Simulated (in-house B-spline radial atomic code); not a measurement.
Ionising neutral beryllium with different functionals

Computed with a B-spline radial code for spherical atoms: non-relativistic Hamiltonian, point nucleus, spin-polarised at highest spin, spherical fractional occupations for the functionals, and exact exchange of hybrids averaged over the configuration. The ionisation energy is the difference of two self-consistent energies, [He] 2s2 → [He] 2s1, without Breit or QED terms; ε is the level of the shell that loses the electron (its least bound occupied spin orbital).

```
   method                    rung  ΔSCF (eV)  -ε(2s) (eV)
     PBE0           global hybrid       8.97         6.49
    B3LYP           global hybrid       9.11         6.32
    TPSSh           global hybrid       9.06         6.08
   M06-2X           global hybrid       9.04         7.25
BHandHLYP           global hybrid       8.96         7.23
  r2SCAN0           global hybrid       8.83         6.55
    B97-1           global hybrid       9.02         6.30
    HSE06  range-separated hybrid       8.97         6.09
    wB97X  range-separated hybrid       8.87         8.63
CAM-B3LYP  range-separated hybrid       9.11         7.67
  LC-wPBE  range-separated hybrid       9.02         8.92
```

Q: Among the functionals, which spreads more, the ΔSCF values or the orbital energies?

A: The orbital energies: ΔSCF values span about 0.28 eV and the orbital energies 2.83 eV; here energy differences depend much less on the functional than eigenvalues do.

Q: How do they compare with the NIST value?

A: NIST lists 9.323 eV (measured, ground level to ground level). Errors run from -0.49 to -0.21 eV; B3LYP is closest (-0.21 eV), but part of that can be cancellation, since the calculations leave out relativity, Breit-QED terms, the near-degeneracy of s² and p².
